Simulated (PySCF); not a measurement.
```xyz
5

C     -1.2852    -0.3019    -0.1504
C     -0.0672     0.0101    -0.3513
C      1.1976    -0.0006    -0.6745
O      2.3438     0.1305    -0.9196
H     -2.1889     0.1620     0.2362
```

Charge 0, multiplicity 2.

Task: Give the Mulliken and meta-Löwdin atomic charges from PBE-D3(BJ)/def2-TZVP (PySCF 2.14.0).

Result: 
```
atom  Mulliken (e)  meta-Löwdin (e)
----  ------------  ---------------
C1           -0.12            -0.13
C2           -0.10            -0.15
C3            0.15             0.35
O4           -0.11            -0.23
H5            0.18             0.17
```
